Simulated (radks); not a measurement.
Results of a calculation; reference values are marked as such.
Problem. Coulomb parameter of the 4f shell of the holmium ion Ho2+ in the model configuration [Xe] 4f10 6s1, as a second difference U = [E(n + 0.25) + E(n - 0.25) - 2 E(n)] / (0.25)^2 with all orbitals relaxed. "Bare": the charge of the atom changes with n. "Screened": the 6s shell takes up the change at fixed total charge, which measures U(4f,4f) + U(6s,6s) - 2 U(4f,6s). Code: a radial shooting solver on a logarithmic mesh with Libxc functionals. Model: Dirac Kohn-Sham, BLYP, spin-unpolarised, spherical densities, point nucleus; open shells are shared between the two j in proportion to 2j + 1. Estimate both.

Solution. U(bare) = 18.118 eV, U(screened by 6s) = 7.739 eV.
